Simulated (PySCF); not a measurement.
C4H3S (SMILES [c]1ccsc1), doublet, at a GFN2-xTB geometry. Base run: CAMB3LYP/6-31G** (PySCF).

Input for PySCF:
```python
from pyscf import gto, scf, dft

mol = gto.Mole()
mol.atom = '''
    S    -0.004261    0.013358    1.148053
    C     0.019290    1.290200   -0.067535
    C    -0.017288   -1.194830   -0.085886
    C     0.015705    0.730941   -1.268439
    C    -0.004656   -0.668486   -1.339947
    H     0.033109    2.310608    0.249309
    H    -0.033643   -2.228570    0.199628
    H    -0.009603   -1.242711   -2.246940
'''
mol.basis = '6-31g**'
mol.charge = 0
mol.spin = 1
mol.verbose = 4
mol.build()

mf = dft.UKS(mol)
mf.xc = 'camb3lyp'
mf.kernel()
```

The base run was repeated with changes; each row names its change, and settings that it needs were set with it.

| change | ΔE vs base (mEh) | SCF cycles | <S^2> | outcome |
|---|---|---|---|---|
| base | 0.000 | 16 | 0.760 | converged |
| conv_tol = 1e-12 | 0.000 | 22 | 0.760 | converged |
| init_guess = huckel | 0.000 | 18 | 0.760 | converged |
| solver = newton | 0.000 | - | 0.760 | converged |
| level_shift = 0.5 (with mf.max_cycle = 100) | 0.000 | 22 | 0.760 | converged |
| diis = off; damp = 0.3 (with mf.diis_start_cycle = 200; with mf.max_cycle = 150) | 0.000 | 36 | 0.760 | converged |
| init_guess = atom | 0.000 | 16 | 0.760 | converged |
| diis_space = 2 | 0.000 | 30 | 0.760 | converged |
| conv_tol = 1e-4 | 0.023 | 6 | 0.757 | converged |
| init_guess = mod_huckel | 0.000 | 18 | 0.760 | converged |
| conv_tol = 1e-6 | 0.000 | 11 | 0.760 | converged |
| level_shift = 1.0 (with mf.max_cycle = 100) | 0.000 | 32 | 0.760 | converged |
| diis = off (with mf.max_cycle = 100) | - | 100 | - | not converged |

Open shells are given as the SCF converged; they aren't shown to be the lowest states, and a large step between rows can be another state.
